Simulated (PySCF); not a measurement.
Electronic absorption of C6H8O3

Species: C6H8O3.
SMILES: `CC1=COC=C(CO)O1`

Method used: TDDFT PBE0/def2-SVPD, vertical, gas phase, core orbitals frozen in the response in PySCF. One conformer (not necessarily the lowest) at the GFN2-xTB geometry, without solvent, vibrations or thermal averaging. Torsions of this conformer, `[CH3:1][C:2]1=[CH:3][O:4][CH:5]=[C:6]([CH2:7][OH:8])[O:9]1`: C5–C6–C7–O8 -14°, H–O8–C7–C6 -60°.

```
state  λ (nm)  E (eV)       f  main configurations (H = HOMO, L = LUMO)
   S1   293.1    4.23  0.0039                                 H→L (99%)
   S2   250.8    4.94   0.011                  H→L+1 (68%), H→L+2 (25%)
   S3   236.7    5.24  0.0036                  H→L+2 (64%), H→L+1 (30%)
   S4   217.2    5.71  0.0029                   H→L+3 (86%), H→L+2 (9%)
   S5   205.2    6.04  0.0020                               H→L+4 (85%)
   S6   199.5    6.21   0.030                  H→L+5 (79%), H-1→L (12%)
```

Triplets, Tamm–Dancoff:

```csv
state,E (eV),λ (nm),"main configurations (H = HOMO, L = LUMO)"
T1,3.19,388.9,H→L (94%)
T2,4.43,279.6,"H-1→L (39%), H→L+5 (32%), H→L+7 (10%)"
```

The lowest singlet comes at 293 nm (408 kJ/mol) in the ultraviolet; it is very weak; its leading configuration is HOMO→LUMO (99%). The most intense listed level is S6 at 6.21 eV (200 nm, f = 0.030), 1.98 eV above S1. It is the last of those listed, so stronger ones may follow. Löwdin shares by element: HOMO oxygen 43% or more, carbon 25% or more (atoms not listed hold the other 32%); LUMO carbon 67% or more (atoms not listed hold the other 33%). Orbital energies (eV): HOMO-3 -9.82, HOMO-2 -8.53, HOMO-1 -7.87, HOMO -5.57, LUMO -0.01, LUMO+1 0.51, LUMO+2 0.74. The oscillator strengths of these states sum to 0.053; summed over the whole spectrum of an exact calculation they would give the number of electrons, 68 (Thomas–Reiche–Kuhn). Weighted by f, the mean energy of these states is 5.71 eV. Singlets were solved by full linear response, triplets in the Tamm–Dancoff approximation.
